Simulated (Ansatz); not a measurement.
Compare A (`C=[C](C)[GaH][OH]`) with its isomer B (`C=[C]([GaH2])OC`).

Calculated with Ansatz (gas phase, PBE0-D4/def2-TZVP geometries, no zero-point term in ΔE). CCSD(T)/CBS adds triple-zeta CCSD(T) − MP2 to the extrapolated MP2 energy (def2 sets, frozen cores). DFT in def2-TZVPP. For Ga outer-core shells are correlated without core-valence functions, which leaves a few kJ/mol of doubt a bond. Scalar relativity is left out up to krypton. One conformer a species, not always the lowest.

Task: Which is lower in electronic energy at CCSD(T)/CBS, and by how much? (An estimate is asked.)

Result: Computed: A, by 44.8 kcal/mol.

Task: Give E(B) − E(A) in kcal/mol with CCSD/def2-TZVPP, BLYP-D4, ωB97M-V, CCSD(T)/def2-SVP, PBE0-D4, r2SCAN-D4, LDA (SPW92). (An estimate is asked.)

Result: The calculation gave: CCSD/def2-TZVPP 43.9, BLYP-D4 40.3, ωB97M-V 41.4, CCSD(T)/def2-SVP 40.2, PBE0-D4 40.8, r2SCAN-D4 41.5, LDA (SPW92) 37.5. None reverses the order clearly.

Task: Does the order hold for the free energy at 298.15 K (harmonic terms from PBE0-D4)? (An estimate is asked.)

Result: Computed: Yes: G(B) − G(A) = +43.9 kcal/mol, for one conformer each. Modes under 60 cm⁻¹, often nearly free rotors, make the harmonic entropy too high.

Largest T1 diagnostic: 0.013.

From BLYP to BHLYP (50 % exact exchange), in def2-TZVPP and without D4, E(B) − E(A) moves by +1.1 kcal/mol. At CCSD(T), def2-SVP lies −4.6 kcal/mol from the extrapolated value and def2-TZVPP −1.0 kcal/mol.
